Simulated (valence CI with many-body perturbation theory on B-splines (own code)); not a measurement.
## Questions on Ni XIV

Level of theory: valence CI with perturbative core correlation (CI+MBPT): five valence electrons over a frozen Dirac-Fock core [Ne], radial functions for each j: 11 s, 11 p, 10 d, 8 f, 5 g, 2 h, with the one-electron correlation potential Σ1, the two-electron term Σ2, the three-electron term Σ3, Breit, model QED; selected CI, second order for the rest, scaled by the run's own slope (own B-spline code, finite nucleus).

No measured spectrum was set against this ion. As an estimate, levels of excited configurations hold to 0.05 to 0.15 % of their energy, terms of the ground configuration to about 0.5 %. Among the levels kept, up to 3200 cm⁻¹ of a level comes from second order outside the variational space, and about a tenth of that is noise between levels of different J, which matters for small intervals.

Rates and lifetimes use the calculated energies. Strong lines usually hold to 10 to 20 %, long lifetimes can be off by a factor of two.

(1) What is the ground level?

(2) Among levels below 151.96 eV, which E1 lines absorb most strongly from the ground level?

(3) Name the longest-lived excited levels whose lifetime is computed, and their main decay.

(4) How well does LS coupling describe the low levels?

(5) What is the ionisation energy?

(6) Where does the other parity begin?

Answers

(1) 3s2.3p3 4S°_3/2, composition 92 % 3s2.3p3 4S° + 4 % 3s2.3p3 2P°, g = 1.964.

(2) to 3s2.3p2.3d 4P_5/2 at 17.13 nm, f = 0.623; to 3s2.3p2.3d 4P_3/2 at 16.96 nm, f = 0.412; to 3s2.3p2.3d 4P_1/2 at 16.80 nm, f = 0.154.

(3) 3s2.3p3 2D°_5/2 at 6.67 eV lives 70.5 ms, mostly by M1 to 3s2.3p3 4S°_3/2; 3s2.3p3 2D°_3/2 at 5.71 eV lives 5.46 ms, mostly by M1 to 3s2.3p3 4S°_3/2; 3s2.3p3 2P°_1/2 at 10.60 eV lives 1.50 ms, mostly by M1 to 3s2.3p3 4S°_3/2. The lifetime of 3s2.3p2.3d 4F_9/2 is too uncertain to give, and may be longer. The lifetime of 3s2.3p2.3d 2G_9/2 is too uncertain to give, and may be longer.

(4) Among the lowest 20 levels the leading LS term, summed over configurations, holds 88 % on average. For single configurations the figures are 78 % in LS and 59 % in jj coupling. Terms mix most in the J = 7/2 level at 63.42 eV, where the leading one holds 54 %.

(5) 424.89 eV; NIST lists 429.3 ± 0.8 eV (semi-empirical).

(6) At 3s.3p4 4P_5/2, 39.22 eV.
